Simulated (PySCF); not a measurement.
C2H3F2GaO2, SMILES [O](C(C)=O)[Ga]([F])[F].

Coordinates come from a B3LYP-D3(BJ)/def2-SVP optimisation. The values are those of a single conformer.

Calculation: CAM-B3LYP/def2-TZVP in PySCF.

Gas-phase values at a fixed geometry.

| Item | Result |
|---|---|
| total energy | -2353.34421 hartree |
| point group | Cs |
| highest occupied level | -11.32 eV |
| lowest empty level | -0.01 eV |
| orbital gap | 11.31 eV |
| dipole moment | 4.64 D |
| quadrupole, principal values (traceless, Buckingham form, about the centre of nuclear charge) | -7.84, -1.86, 9.70 D·Å |
| mean static polarisability | 49.0 bohr³ (7.26 Å³) |
| polarisability, principal values | 41.8, 43.5, 61.6 bohr³ |
